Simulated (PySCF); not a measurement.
BiF2 (SMILES [F][Bi+][F]), charge +1, singlet, geometry from GFN2-xTB (such geometries of metal compounds can be far from the true shape) (core potentials on Bi). Base run: B3LYP/def2-SVP run with PySCF.

Here is a job for PySCF.
```python
from pyscf import gto, scf, dft, solvent

mol = gto.Mole()
mol.atom = '''
    Bi    0.18932082    0.11796992    0.11312715
    F    -1.01058141    0.49679549   -1.37668302
    F    -0.73537727   -1.58474032    0.33339926
'''
mol.basis = 'def2-svp'
mol.ecp = {'Bi': 'def2-svp'}
mol.charge = 1
mol.verbose = 4
mol.build()

mf = dft.RKS(mol)
mf.xc = 'b3lyp'
mf.kernel()
```

The base run was repeated with changes; each row names its change, and settings that it needs were set with it.

| change | ΔE vs base (kJ/mol) | HOMO-LUMO gap (eV) |
|---|---|---|
| base | 0.00 | 5.73 |
| model = IEF-PCM; solvent = methanol | ___ | ___ |
| model = IEF-PCM; solvent = n-hexane; vdw_scale = 1.4 | -121.4 | 5.86 |
| model = IEF-PCM; solvent = n-hexane; lebedev_order = 11 | -150.2 | 5.93 |
| model = ddCOSMO; solvent = n-hexane | -162.5 | 6.01 |
| model = IEF-PCM; solvent = n-hexane; vdw_scale = 1.0 | -199.9 | 6.08 |
| model = IEF-PCM; solvent = n-hexane | -149.3 | 5.94 |
| model = IEF-PCM; solvent = n-hexane; lebedev_order = 41 | -149.0 | 5.94 |
| model = IEF-PCM; solvent = n-hexane; r_probe = 0.5 | -116.4 | 5.85 |
| model = IEF-PCM; solvent = water | -332.6 | 6.31 |
| model = SS(V)PE; solvent = n-hexane | ___ | 5.94 |
| model = C-PCM; solvent = n-hexane | ___ | ___ |

Task: Fill in the missing entries.

Result: 
- model = IEF-PCM; solvent = methanol, ΔE vs base (kJ/mol): -325.8
- model = IEF-PCM; solvent = methanol, HOMO-LUMO gap (eV): 6.29
- model = SS(V)PE; solvent = n-hexane, ΔE vs base (kJ/mol): -148.2
- model = C-PCM; solvent = n-hexane, ΔE vs base (kJ/mol): -155.0
- model = C-PCM; solvent = n-hexane, HOMO-LUMO gap (eV): 5.99

The base is the gas phase, so ΔE is the electrostatic part of solvation at a fixed geometry, without cavity and dispersion terms.
